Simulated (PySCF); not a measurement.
C3H5AlCl2.
Cartesian coordinates in Å at the PBE0-D3(BJ)/def2-SVP level; atoms count from 1:
```xyz
11
C3H5AlCl2 angstrom
C     -1.9728   -0.1457    0.2524
C     -0.5022   -0.4292    0.1513
Cl    -0.1160   -2.1358    0.0573
C      0.4795    0.4865    0.1247
Al     2.3776    0.1606   -0.0280
Cl     3.5654    1.9057   -0.1562
H     -2.5698   -1.0648    0.2321
H     -2.2907    0.4973   -0.5826
H     -2.1907    0.3929    1.1876
H      0.1224    1.5243    0.1821
H      3.1359   -1.2179   -0.0818
```

Computed, not measured: PBE0-D3(BJ)/def2-SVP geometry optimisation, gas phase in PySCF.

Question: Which atoms are bound to Al5, and at what distances?

Answer: 3 atoms: H11 1.574 Å, C4 1.932 Å, Cl6 2.115 Å. The nearest atom not counted as bound is H10, at 2.64 Å.

Question: List the angles at Al5.

Answer: 
| angle | degrees | distance of the outer atoms (Å) |
| --- | --- | --- |
| C4–Al5–H11 | 128.6 | 3.16 |
| Cl6–Al5–H11 | 116.7 | 3.15 |
| C4–Al5–Cl6 | 114.7 | 3.41 |

Question: What is the shape at Al5?

Answer: Planar: angles 128.6°, 116.7° and 114.7°, sum 360.0°, 0.01 Å off the plane of its three neighbours.

Question: What are the other bond lengths?

Answer: C1–C2 1.501 Å; C2–Cl3 1.752 Å; C2=C4 1.343 Å; C1–H7, C1–H8, C1–H9 1.099 Å; C4–H10 1.099 Å.

Question: Give some angles away from the centre.

Answer: C1–C2–Cl3 113.8°, C1–C2–C4 126.1°, Cl3–C2–C4 120.1°, C2–C4–Al5 127.2°.

Question: What are the rotational constants (commonest isotopes, rigid rotor)?

Answer: A = 4428, B = 735.2, C = 633.2 MHz: a near-prolate asymmetric top.

Point group: near Cs, missed by 0.15 Å at most; the miss may be what the optimiser left on a soft mode. Charge 0, singlet. Whether it is a minimum is left open (no frequencies).

One conformer stands for the species.
